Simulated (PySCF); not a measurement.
C⁺ (carbon, charge +1) across methods

[He] 2s2 3d1, 2D determinant (an excited configuration). All numbers are calculated (PySCF 2.14, no relativity, point nucleus, in dyall-av2z (11s7p2d, 42 functions)).

| method | E (hartree) | mean ε 2s α (eV) | mean ε 2s β (eV) | mean ε 3d α (eV) | Σ⟨r²⟩ (bohr²) | ⟨S²⟩ |
| --- | --- | --- | --- | --- | --- | --- |
| M06 | -36.7111 | -33.186 | -32.981 | -3.240 | 15.92 | 0.750 |
| B97-3 | -36.7149 | -33.401 | -33.237 | -3.442 | 15.91 | 0.750 |
| LDA | -36.3349 | -31.536 | -31.223 | -2.682 | 15.92 | 0.750 |
| PBEsol | -36.5064 | -31.468 | -31.215 | -2.890 | 15.92 | 0.750 |
| r2SCAN | -36.6861 | -31.956 | -31.777 | -2.930 | 15.96 | 0.750 |
| PBE0 | -36.6745 | -33.284 | -33.063 | -3.484 | 15.93 | 0.750 |
| UHF | -36.56838 | -37.278 | -37.061 | -4.398 | 16.09 | 0.750 |
| PBE | -36.6741 | -31.634 | -31.389 | -3.029 | 15.90 | 0.750 |
| B3LYP | -36.7257 | -32.980 | -32.817 | -3.358 | 15.93 | 0.750 |

The outer electron is Rydberg-like, and this basis confines it to a smaller radius and binds it less than a complete one would.
